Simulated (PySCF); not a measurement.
A run for PySCF: R-B3LYP/3-21G on C2H4 (SMILES C=C).

```python
from pyscf import gto, scf, dft, mp
from pyscf.data.elements import chemcore

mol = gto.M(
    atom='''
    C    -0.54357000    0.24783557    3.64206319
    C     0.49854143   -0.50611592    3.30930327
    H    -0.42091999    1.26747837    3.98679166
    H    -1.55787769   -0.12921719    3.59110801
    H     0.37645800   -1.52876979    2.97337740
    H     1.51345523   -0.13203230    3.36911424
    ''',
    basis='3-21g',
    charge=0, spin=0, verbose=3, max_memory=1800)
mf = dft.RKS(mol, xc='b3lyp')
mf.conv_tol = 1e-8
mf.max_cycle = 100
mf.kernel()
if not mf.converged:
    mf = mf.newton().run(mf.mo_coeff, mf.mo_occ)
```

The log:

```
converged SCF energy = -78.1610144905708
```

The calculation finished and met its thresholds.

Cost: about 0.6 core-seconds (a rough figure).
